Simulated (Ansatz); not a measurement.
Molecule: sum formula SnH₃F, net charge 0, singlet state. 
Geometry from a B3LYP-D3(BJ)/def2-TZVP (Ansatz, a first-principles code) optimisation:
SMILES: [F][SnH3]
```xyz
5

F      1.6041    -0.2911     0.4041
Sn    -0.2491     0.0452    -0.0628
H     -0.2109     1.4949    -0.9596
H     -0.7176    -1.3174    -0.9745
H     -1.0525     0.1821     1.4351
```
Charge 0, spin multiplicity 1.

Total electronic energies in hartree. Correlated levels leave the core frozen unless marked. No spin-orbit coupling. Frozen are the shells of the preceding noble gas and the d and f shells that filled before the atom's block. In def2 rows, elements after Kr have scalar-relativistic effective core potentials. Basis-set limits of correlation are two-point, X^-3; Hartree-Fock from the larger set. The bracket is a focal-point correction in the basis named.

```tsv
level	program	energy (Eh)
RI-HF/def2-TZVPPD	Ansatz	-314.58857
r2SCAN/def2-TZVPD	Ansatz	-316.03380
PBE0-D3(BJ)/def2-TZVP	Ansatz + dftd3	-315.90205
HSE06-D3(BJ)/def2-TZVPD	Ansatz + dftd3	-315.89674
HSE06-D4/def2-TZVPD	Ansatz + dftd4	-315.89696
CCSD/def2-SVPD	Ansatz	-314.78010
CCSD/def2-TZVPP	Ansatz	-314.98080
RI-MP2/CBS(def2-TZVPP,def2-QZVPP)+[CCSD(T)-MP2]/def2-SVP	Ansatz	-315.0548
CCSD(T)/CBS(def2-TZVPPD,def2-QZVPPD)	Ansatz	-315.0535
```

Totals of different functionals don't rank their quality; only differences between species are comparable.
